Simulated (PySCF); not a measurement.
Si(H)2(OAc)(OH) (C₂H₆O₃Si), SMILES O[SiH2]OC(C)=O. Coordinates come from a B3LYP-D3(BJ)/def2-SVP optimisation. Other conformers were not sampled.

### Question
Give the equilibrium geometry at B3LYP-D3(BJ)/def2-SVP (PySCF confirms it by a frequency run) as bond lengths and angles. (An estimate is asked for; the answer gives what the named calculation found.)

### Answer
This is not unique; one that fits is 
Atoms: Si1 O2 O3 C4 C5 O6 H7 H8 H9 H10 H11 H12. Bond lengths (Å): Si1–O2 1.655, Si1–O3 1.719, Si1–H7 1.475, Si1–H8 1.484, O2–H9 0.964, O3–C4 1.347, C4–C5 1.505, C4–O6 1.209, C5–H10 1.096, C5–H11 1.101, C5–H12 1.101. Bond angles (°): O2–Si1–O3 105.9, O2–Si1–H7 106.2, O2–Si1–H8 111.9, O3–Si1–H7 110.4, O3–Si1–H8 107.6, H7–Si1–H8 114.6, Si1–O2–H9 118.1, Si1–O3–C4 118.3, O3–C4–C5 112.9, O3–C4–O6 121.7, C5–C4–O6 125.5, C4–C5–H10 110.0, C4–C5–H11 109.7, C4–C5–H12 109.5, H10–C5–H11 110.3, H10–C5–H12 110.3, H11–C5–H12 107.0.
Charge 0, spin multiplicity 1.
